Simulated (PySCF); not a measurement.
H3Al, charge +1, doublet, geometry from GFN2-xTB (such geometries of metal compounds can be far from the true shape) (a state made from the parent by changing its charge; the spin is typed, not shown lowest); PySCF with TPSS/6-31G.

PySCF was given this input:
```python
from pyscf import gto, scf, dft

mol = gto.M(
    atom='''
Al    0.00000000   -0.00000000    0.00000000
H     0.66355791   -0.46988042    1.38189317
H    -0.28462750    1.55554747   -0.26454621
H    -0.37893041   -1.08566705   -1.11734696
''',
    basis='6-31g',
    charge=1,
    spin=1,
    verbose=3,
)

mf = dft.UKS(mol)
mf.xc = 'tpss'
mf.grids.level = 1
mf.kernel()
```

Output, abridged:

```
converged SCF energy = -243.776920835368  <S^2> = 0.76002578  2S+1 = 2.0100008
```
